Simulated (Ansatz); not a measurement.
A nudged elastic band was laid between two geometries of H6S2Si2 (10 atoms, charge 0, multiplicity 1).

These are results of Ansatz 0.2.0, RHF/cc-pVDZ, not measurements.

```
movable images  : 5
climbing image  : yes
spring          : 5.0 eV/Å²
optimiser       : quadratic models (default)
start path      : through a guess of the saddle point
force threshold : 0.05 eV/Å
iteration limit : 60
end points      : relaxed
```

First end point:

```xyz
10
Properties=species:S:1:pos:R:3
Si -0.222 0.064 -0.738
S 1.191 1.628 -1.266
S 0.521 -1.917 -1.224
H 0.790 -1.674 -2.515
H -1.406 0.394 -1.567
Si -0.698 0.068 1.584
H 2.194 1.205 -0.483
H -1.350 1.356 1.938
H 0.578 -0.065 2.336
H -1.599 -1.061 1.936
```

Last end point:

```xyz
10
Properties=species:S:1:pos:R:3
Si -0.769 -0.873 -0.564
S 1.404 1.350 -1.432
S 0.059 -2.596 -1.015
H 1.622 0.633 -2.543
H -1.621 -0.117 -1.520
Si -0.780 0.059 1.620
H 2.434 0.812 -0.764
H -1.169 1.493 1.562
H 0.580 -0.074 2.200
H -1.759 -0.686 2.455
```

**Question.** What changes between the two ends?

**Answer.** Bonds broken: Si1–S2, S3–H4. Bonds formed: S2–H4. H6S2Si2 becomes H2S + H4SSi2.

**Question.** Give the energies along the band, and the barrier.

**Answer.** The forces met the threshold. The highest image is number 3 of 0 to 6, 50.5 kcal/mol above the first end and 17.4 kcal/mol above the last; the last end lies 33.1 kcal/mol above the first. Neighbouring images differ by up to 1.8 eV, so the band resolves the path poorly. A vibrational analysis at the climbing image gives one clearly imaginary mode, 1435i cm⁻¹: a first-order saddle point. The orbitals stay closed-shell, which can raise the energy where a bond breaks towards radicals; this wasn't checked here.

```json
{"image": "0", "path coordinate (Å)": "0.00", "energy (kcal/mol)": "0.0", "Si1–S2 (Å)": "2.17", "S3–H4 (Å)": "1.34", "S2–H4 (Å)": "3.55"}
{"image": "1", "path coordinate (Å)": "0.69", "energy (kcal/mol)": "1.1", "Si1–S2 (Å)": "2.17", "S3–H4 (Å)": "1.34", "S2–H4 (Å)": "3.14"}
{"image": "2", "path coordinate (Å)": "1.39", "energy (kcal/mol)": "10.1", "Si1–S2 (Å)": "2.21", "S3–H4 (Å)": "1.36", "S2–H4 (Å)": "2.40"}
{"image": "3", "path coordinate (Å)": "2.08", "energy (kcal/mol)": "50.5", "Si1–S2 (Å)": "2.38", "S3–H4 (Å)": "1.85", "S2–H4 (Å)": "1.54"}
{"image": "4", "path coordinate (Å)": "2.78", "energy (kcal/mol)": "36.9", "Si1–S2 (Å)": "2.73", "S3–H4 (Å)": "2.71", "S2–H4 (Å)": "1.34"}
{"image": "5", "path coordinate (Å)": "3.49", "energy (kcal/mol)": "33.5", "Si1–S2 (Å)": "3.10", "S3–H4 (Å)": "3.46", "S2–H4 (Å)": "1.34"}
{"image": "6", "path coordinate (Å)": "4.19", "energy (kcal/mol)": "33.1", "Si1–S2 (Å)": "3.23", "S3–H4 (Å)": "3.90", "S2–H4 (Å)": "1.34"}
```

**Question.** What is the geometry of the highest image?

**Answer.** 
```xyz
10
Properties=species:S:1:pos:R:3
Si -0.520 -0.316 -0.760
S 1.267 1.032 -1.576
S 0.403 -2.010 -1.497
H 1.354 -0.473 -1.903
H -1.646 0.296 -1.510
Si -0.704 0.074 1.573
H 2.062 0.948 -0.498
H -1.125 1.477 1.833
H 0.622 -0.169 2.200
H -1.711 -0.860 2.138
```

The band took 20 iterations and of the order of 2.1 core-minutes.

Time of the run: 68 s on 2 threads of AMD EPYC 9R45 (Zen 5) (shared host), peak memory 0.25 GiB.
